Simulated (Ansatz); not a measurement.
```xyz
3

Mn    0.0000    0.0000    0.0000
Cr    0.0000    0.0000    5.2800
H     0.0000    2.6400    7.9200
```

Basis set: pcseg-2 (spherical functions). Some runs use density fitting. Charge 0, multiplicity 3.

Computed with Ansatz (development build ahead of 0.2.0); each method stands on the lowest determinant of its kind that the runs found.

**Question.** Give the atomization energy at this shape (free ground-state atoms in the same class of orbitals less the molecule, no zero-point energy) of triplet CrMnH by PBE0 (unrestricted), UHF.

**Answer.**

```csv
method,atomization energy
PBE0 (unrestricted),-0.01 eV
UHF,-0.04 eV
```

Caution: other spin multiplicities may lie lower; the shape is not the minimum; the unrestricted determinant is a mixture of spin states. Caution for PBE0 (unrestricted): charge can spread falsely over distant fragments.
